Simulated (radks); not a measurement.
Q: Successive ionisation energies (eV) of one element, from differences of total energies of ions in their ground configurations, starting at charge 22: 668.50, 716.17, 764.96, 814.83, 865.76, 917.71, 984.23, 1039.2, 1095.1, 1152.1, 1210.1, 1269.0, 1328.8, 1634.6, 1692.0, 1749.9, 1808.1, 1866.6, 1940.9, 2001.5, 2062.6, 2124.1. All-electron calculation, scalar-relativistic Kohn-Sham, exchange-only LDA, spin-polarised, spherical densities, point nucleus; open shells are filled with parallel spins first (spin-orbit coupling, left out, can overturn this in heavy ions). Program: a radial shooting solver on a logarithmic mesh with Libxc functionals. Which element is it?

A: Thallium (Z = 81). The first species listed is Tl22+ in [Kr] 4d10 4f13, the last Tl43+ in [Kr] 4d2.
